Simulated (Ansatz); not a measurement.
Nb₂S₂, relaxed as a triplet with UKS B3LYP-D4/def2-SVP in Ansatz, starting from the B3LYP-D4/def2-SVP geometry of the neutral singlet. Force threshold 0.02 eV/Å.

In the def2 sets Nb takes a core potential; there is no spin–orbit coupling. At B3LYP-D4/def2-SVP a singlet of charge 0 lies 0.36 eV below the triplet, each at its own geometry. The structure comes from a short search, and lower isomers may exist.

Start:

```
atom    x (Å)    y (Å)    z (Å)
 Nb1  -0.0630   0.4918  -1.0010
 Nb2   0.0632  -0.4915   1.0011
  S3   1.8855  -0.7703  -0.4980
  S4  -1.8856   0.7700   0.4979
```

**Question.** Estimate the energy that the relaxation releases and the steps that it takes.

**Answer.** 24.8 kJ/mol, in 14 steps; 86 s on 4 threads of Arm Neoverse V1 on a shared host. The force fell under the threshold at step 4, but the optimiser went on and released 0.105 eV more. No frequencies were taken in this run, so the end may be a saddle point.

**Question.** Does the start keep its bonding and symmetry?

**Answer.** By distances, no bond broke or formed. The bond that changes most is Nb1–S3, from 2.38 to 2.37 Å (atoms count from 1). Point group D2h at the start, C2v at the end, both within 0.05 Å.

**Question.** Predict the relaxed structure.

**Answer.** 
```xyz
4

Nb    0.044    0.729   -0.966
Nb    0.177   -0.313    1.156
S     1.684   -0.941   -0.569
S    -1.905    0.525    0.379
```
Bond lengths (bridged metal pairs left out): 4 × Nb–S 2.37 to 2.38 Å.
